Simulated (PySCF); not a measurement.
# Frontier levels across methods

Species: C2H7NOSi.
Geometry (PBE0-D3(BJ)/def2-SVP, Å), atoms numbered from 1 in this order:
```
atom  x, y, z in Å
C1    -1.7624   -1.0477    0.5108
O2    -2.0572    0.3127    0.2877
C3    -1.0624    1.1070   -0.1260
N4     0.1335    0.8224   -0.3541
Si5    1.4515   -0.2662   -0.4411
H6    -0.9955   -1.1681    1.2930
H7    -1.4029   -1.5358   -0.4094
H8    -2.6963   -1.5210    0.8366
H9    -1.4701    2.1259   -0.2483
H10    1.1729   -1.6932   -0.0576
H11    2.5288    0.2359    0.4631
H12    1.9555   -0.2725   -1.8468
```

Basis pcSseg-2 throughout (PySCF), one geometry. Isolated species at its PBE0-D3(BJ)/def2-SVP geometry (one conformer only).

Question: How do the orbital energies, the gap and the dipole change with the method?

Answer: 
```csv
method,kind,HOMO (eV),LUMO (eV),gap (eV),μ (D),SCF cycles
BLYP,GGA,-5.74,-1.14,4.60,1.66,16
OPBE,GGA,-5.81,-1.16,4.65,1.66,16
B97-D,GGA,-5.85,-1.17,4.69,1.67,16
PBE,GGA,-5.86,-1.27,4.58,1.65,16
BP86,GGA,-5.96,-1.35,4.61,1.67,15
KT3,GGA,-5.97,-1.21,4.76,1.60,16
KT2,GGA,-5.97,-1.23,4.75,1.59,15
LDA,LDA,-5.99,-1.50,4.49,1.63,15
B97-2,global hybrid,-6.95,-0.27,6.68,1.66,14
B3LYP,global hybrid,-6.99,-0.46,6.53,1.65,14
PBE0,global hybrid,-7.21,-0.22,6.99,1.65,14
mPW1PW91,global hybrid,-7.24,-0.24,7.01,1.65,14
BHandHLYP,global hybrid,-8.52,0.94,9.46,1.65,13
CAM-B3LYP,range-separated hybrid,-8.60,0.95,9.55,1.67,13
wB97X-D,range-separated hybrid,-9.08,1.62,10.70,1.70,14
LC-wPBE,range-separated hybrid,-9.93,2.13,12.06,1.70,14
HF,Hartree–Fock,-10.59,2.69,13.28,1.73,11
```

The HOMO spans 4.85 eV, from BLYP down to HF, and the gap runs from 4.49 eV (LDA) to 13.28 eV (HF). Over the methods BLYP (0 %), OPBE (0 %), B97-D (0 %), PBE (0 %), BP86 (0 %), KT3 (0 %), KT2 (0 %), LDA (0 %), B97-2 (21 %), B3LYP (20 %), PBE0 (25 %), mPW1PW91 (25 %), BHandHLYP (50 %), HF (100 %), a straight line through the gap against the share of exact exchange rises by 0.88 eV for each 10 % (correlation coefficient 0.998). The dipole ranges from 1.59 D (KT2) to 1.73 D (HF). This basis has no diffuse functions.
